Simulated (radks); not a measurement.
Pd35+, 11 electrons, occupied as [Ne] 3s1 (the NIST ground configuration).

Method: non-relativistic Kohn-Sham, PBE, spin-polarised, spherical densities, point nucleus; open shells are filled with parallel spins first (spin-orbit coupling, left out, can overturn this in heavy ions); relativity is left out, which matters for an element this heavy; computed with a radial shooting solver on a logarithmic mesh with Libxc functionals.

Energy parts (eV):
| part | energy |
|---|---|
| total | -106790.315 |
| kinetic | 106778.113 |
| electron-nucleus | -224630.013 |
| Hartree | 13161.093 |
| exchange-correlation | -2099.508 |

Orbitals (lengths in bohr, moments of r in powers of bohr):
orbital  occ.  eigenvalue (eV)      <r^4>
1s up       1        -25499.34  5.420e-06
1s down     1        -25497.34  5.420e-06
2s up       1        -5295.061  0.0009064
2s down     1        -5292.251  0.0009041
2p up       3        -5084.023  0.0005901
2p down     3        -5081.626  0.0005886
3s up       1        -2164.850    0.02390
3s down     0        -2150.573    0.02374

The highest occupied level is 3s up at -2164.8 eV. For comparison, the ionisation energy in NIST's Atomic Spectra Database is 2248.9 eV (semi-empirical). In exact Kohn-Sham theory the highest level is minus the ionisation energy, but local and semilocal functionals leave it too shallow, through self-interaction and a potential that decays too fast; potentials with the right tail come closer. Spin moment in Bohr magnetons: 1.
